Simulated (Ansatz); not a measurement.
A nudged elastic band was laid between two geometries of BFH4OSi (8 atoms, charge 0, multiplicity 1).

Computed with RKS PBE0-D4/6-31G* (Ansatz).

* movable images: 7
* climbing image: yes
* spring: 5.0 eV/Å²
* optimiser: quadratic models (default)
* start path: through a guess of the saddle point
* force threshold: 0.03 eV/Å
* iteration limit: 60
* end points: relaxed

First end point:

```xyz
8
Properties=species:S:1:pos:R:3
B -1.299 0.302 0.265
Si 0.578 -0.438 0.214
O 1.583 0.597 -0.598
F 0.489 -1.869 -0.536
H -1.956 0.362 1.264
H -1.805 0.719 -0.740
H 1.254 -0.657 1.516
H 1.248 0.927 -1.440
```

Last end point:

```xyz
8
Properties=species:S:1:pos:R:3
B -1.391 0.237 0.110
Si 0.117 -0.903 0.681
O 1.494 0.143 -0.421
F 0.329 -2.275 -0.178
H -2.532 -0.058 0.339
H -1.185 1.427 -0.014
H 2.225 0.427 0.148
H 1.035 0.944 -0.721
```

Problem. What changes between the two ends?

Solution. Bonds broken: Si2–H7. Bonds formed: O3–H7.

Problem. What energy profile does the band end with?

Solution. The forces met the threshold. The highest image is number 6 of 0 to 8, 3.36 eV above the first end and 0.87 eV above the last; the last end lies 2.50 eV above the first. Neighbouring images differ by up to 2.0 eV, so the band resolves the path poorly. A vibrational analysis at the climbing image gives one clearly imaginary mode, 1522i cm⁻¹: a first-order saddle point. The orbitals stay closed-shell, which can raise the energy where a bond breaks towards radicals; this wasn't checked here.

```
image  path coordinate (Å)  energy (eV)  Si2–H7 (Å)  O3–H7 (Å)
    0                 0.00         0.00        1.48       2.48
    1                 0.60         0.01        1.48       2.48
    2                 1.19         0.02        1.49       2.49
    3                 1.79         0.07        1.49       2.55
    4                 2.39         0.16        1.49       2.50
    5                 2.98         1.40        1.49       1.92
    6                 3.58         3.36        1.66       1.26
    7                 4.15         2.61        2.24       0.97
    8                 4.71         2.50        2.55       0.97
```

Problem. What is the geometry of the highest image?

Solution. 
```xyz
8
Properties=species:S:1:pos:R:3
B -1.392 0.263 0.201
Si 0.300 -0.715 0.395
O 1.605 0.145 -0.664
F 0.380 -2.238 -0.139
H -2.427 -0.131 0.655
H -1.319 1.428 -0.094
H 1.676 0.198 0.596
H 1.270 0.994 -1.006
```

Run time: 4 min on 1 thread of Intel(R) Xeon(R) Platinum 8488C (Sapphire Rapids), on a shared host, peak memory 0.15 GiB.
